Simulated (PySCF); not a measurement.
# Ionisation energy of Tl³⁶⁺ by level of theory

Tl³⁶⁺ [Kr] 4d9 [4d3/2^4 4d5/2^5, M_J = 5/2] → Tl³⁷⁺ [Kr] 4d8 [4d3/2^4 4d5/2^4, M_J = 4], as a difference of total energies. Calculation: PySCF 2.14, in an uncontracted even-tempered set (17 s from 3.9 bohr⁻², ratio 2.8; 14 p from 5.1 bohr⁻², ratio 2.8; 9 d from 5.1 bohr⁻², ratio 2.8; 3 f from 23 bohr⁻², ratio 3); the two-component X2C-1e Hamiltonian. Correlated levels: [Ar] 3d10 frozen; the 92 highest virtual spinors dropped. "Screened" scales the spin-orbit matrix elements by Boettger's factors to mimic the two-electron term; Breit and QED terms are absent.

```json
{"method": "GHF (spin-free)", "ionisation energy (eV)": "1690.1"}
{"method": "GMP2 (spin-free)", "ionisation energy (eV)": "1690.6"}
{"method": "GHF (screened spin-orbit)", "ionisation energy (eV)": "1679.4"}
{"method": "GMP2 (screened spin-orbit)", "ionisation energy (eV)": "1679.9"}
```

Breit and QED terms and the two-electron picture change are absent.

The spin-free rows relax to the high-spin LS determinant and lack the spin-orbit shift.

The labels give the starting determinants; with spin-orbit coupling the two ends relaxed to ⟨J²⟩ = 8.75, ⟨L²⟩ = 6.13, ⟨S²⟩ = 0.88 and ⟨J²⟩ = 20.00, ⟨L²⟩ = 13.15, ⟨S²⟩ = 1.87.

For comparison: 1681 ± 5 eV (theoretical estimate listed by NIST; NIST Atomic Spectra Database, ionization energies).
